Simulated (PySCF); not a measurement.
C4H7FSi, SMILES C=C/C=C\[SiH2]F. Atoms are numbered in the order given.

```xyz
13

C     -0.3817     3.2841     0.0000
C     -0.3437     1.9417     0.0000
C      0.8875     1.1619     0.0000
C      0.9542    -0.1872     0.0000
Si    -0.4910    -1.3638     0.0000
F      0.1302    -2.8732     0.0000
H      0.5391     3.8759     0.0000
H     -1.3269     3.8317     0.0000
H     -1.2913     1.3878     0.0000
H      1.8157     1.7484     0.0000
H      1.9499    -0.6484     0.0000
H     -1.3408    -1.2228     1.2150
H     -1.3408    -1.2228    -1.2150
```
Charge 0, spin multiplicity 1.

Coordinates come from a B3LYP-D3(BJ)/def2-SVP optimisation. The structure was generated by enumeration; whether it is a known compound was not checked. Other conformers were not sampled.

All values below come from B3LYP/def2-TZVP in PySCF.

Symmetry labels are those of the subgroup Cs that the program uses (full group Cs).

Problem. List the valence orbital energies around the gap with their symmetry. (An estimate is asked for; the answer gives what the named calculation found.)

Solution. 
```json
[
 {"orbital": "HOMO−7", "symmetry": "A\"", "energy (eV)": "-12.00"},
 {"orbital": "HOMO−6", "symmetry": "A'", "energy (eV)": "-11.60"},
 {"orbital": "HOMO−5", "symmetry": "A'", "energy (eV)": "-11.10"},
 {"orbital": "HOMO−4", "symmetry": "A'", "energy (eV)": "-10.40"},
 {"orbital": "HOMO−3", "symmetry": "A\"", "energy (eV)": "-9.77"},
 {"orbital": "HOMO−2", "symmetry": "A\"", "energy (eV)": "-9.06"},
 {"orbital": "HOMO−1", "symmetry": "A'", "energy (eV)": "-8.86"},
 {"orbital": "HOMO", "symmetry": "A\"", "energy (eV)": "-6.94"},
 {"orbital": "LUMO", "symmetry": "A\"", "energy (eV)": "-1.78"},
 {"orbital": "LUMO+1", "symmetry": "A'", "energy (eV)": "-0.05"},
 {"orbital": "LUMO+2", "symmetry": "A\"", "energy (eV)": "0.75"},
 {"orbital": "LUMO+3", "symmetry": "A'", "energy (eV)": "1.15"}
]
```
